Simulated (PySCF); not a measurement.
**Nuclear quadrupole coupling in `C=NC(=C)O[SiH2]C=O`**

C₄H₇NO₂Si.
Geometry (GFN2-xTB, Å), atoms numbered from 1 in this order:
```
atom  x, y, z in Å
C1    -1.4230    1.0146    0.6674
N2    -0.5761    0.4774   -0.0867
C3    -0.5859   -0.8247   -0.5654
C4    -1.6761   -1.4944   -0.9396
O5     0.6542   -1.3201   -0.7208
Si6    1.9961   -0.4671   -0.2630
C7     1.4518    1.3756   -0.3611
O8     1.5339    2.2009    0.5218
H9    -2.2925    0.5019    1.0785
H10   -1.2607    2.0494    0.9365
H11   -1.5928   -2.4673   -1.3848
H12   -2.6547   -1.0663   -0.8329
H13    2.3570   -0.8427    1.0993
H14    2.9454   -0.8321   -1.3039
H15    1.1191    1.7027   -1.3729
```

Field gradients from the PBE0/pcSseg-1 density (PySCF, non-relativistic), principal values in atomic units, ordered |Vxx| ≤ |Vyy| ≤ |Vzz|:

```csv
atom,Vxx,Vyy,Vzz
N2,0.3111,0.6501,-0.9612
O5,-0.6670,-0.9349,1.6018
O8,0.6305,1.3067,-1.9372
```

Q: Find the asymmetry η = (Vxx − Vyy)/Vzz and the couplings χ = eQV/h (234.96 MHz × Q in barn × V in au), with Q(14N) = 0.02044 b, Q(17O) = −0.0256 b.

A: 
| atom | environment | nucleus | η | χzz (MHz) | χxx (MHz) | χyy (MHz) |
| --- | --- | --- | --- | --- | --- | --- |
| N2 | imine nitrogen | 14N | 0.35 | -4.616 | 1.494 | 3.122 |
| O5 | silyl ether oxygen | 17O | 0.17 | -9.64 | 4.01 | 5.62 |
| O8 | carbonyl oxygen | 17O | 0.35 | 11.65 | -3.79 | -7.86 |

The tensor is traceless: Vxx + Vyy + Vzz = 0.

Q: What is Vzz at N2 in SI units (1 au = 9.71736 × 10²¹ V/m²)?

A: -0.9612 au = -9.340 × 10²¹ V/m².

Q: And the gradient at the other heavy atoms, for which no coupling is worked out here?

A: 
| atom | environment | Vzz (au) | η |
| --- | --- | --- | --- |
| C1 | imine carbon | 0.454 | 0.29 |
| C3 | vinylic carbon bearing oxygen | -0.284 | 0.48 |
| C4 | terminal =CH2 carbon | 0.150 | 0.10 |
| Si6 | oxygen-bound silicon | 0.645 | 0.28 |
| C7 | carbonyl carbon | 0.590 | 0.08 |

Q: What couplings would deuterons (Q(2H) = 0.00286 b) have in place of the hydrogens, at this geometry?

A: 
| atom | bonded to | bond length (Å) | Vzz (au) | η | χzz (kHz) |
| --- | --- | --- | --- | --- | --- |
| H9 | C1 | 1.090 | 0.3021 | 0.02 | 203 |
| H10 | C1 | 1.081 | 0.3150 | 0.02 | 212 |
| H11 | C4 | 1.073 | 0.3455 | 0.07 | 232 |
| H12 | C4 | 1.073 | 0.3460 | 0.09 | 232 |
| H13 | Si6 | 1.459 | 0.1620 | 0.04 | 109 |
| H14 | Si6 | 1.455 | 0.1646 | 0.01 | 111 |
| H15 | C7 | 1.114 | 0.2635 | 0.02 | 177 |

One conformer (not necessarily the lowest) at the GFN2-xTB geometry, without solvent, vibrations or thermal averaging. GFN2-xTB bond lengths can be off by several hundredths of an ångström, more for odd bonds, and the gradients follow them. A larger basis could move these couplings by a tenth or more.
